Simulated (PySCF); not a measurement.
Te(Me)(SMe), C2H6STe, SMILES [Te](SC)C (PBE0/def2-SVP optimised geometry):

```
10

Te    -0.526    -1.287     0.000
C     -0.806     0.854     0.000
H     -1.876     1.040     0.175
H     -0.509     1.278    -0.967
H     -0.214     1.287     0.815
S      1.876    -1.287     0.000
C      2.311    -1.187    -1.761
H      1.900    -2.034    -2.327
H      3.411    -1.232    -1.800
H      1.980    -0.240    -2.210
```

Calculation: PySCF 2.14.0 with PBE0/def2-TZVP, def2 effective core potentials past Kr.

### Question
What are the frontier orbital energies and the dipole moment?

### Answer
HOMO-2 -8.36 eV, HOMO-1 -6.78 eV, HOMO -6.13 eV, LUMO -1.30 eV, LUMO+1 -0.15 eV; dipole moment 1.87 D.

On the same geometry PBE/def2-TZVP, def2 effective core potentials past Kr (PySCF) gives HOMO-2 -7.26 eV, HOMO-1 -5.60 eV, HOMO -5.09 eV, LUMO -2.12 eV, LUMO+1 -0.99 eV; dipole moment 1.78 D.
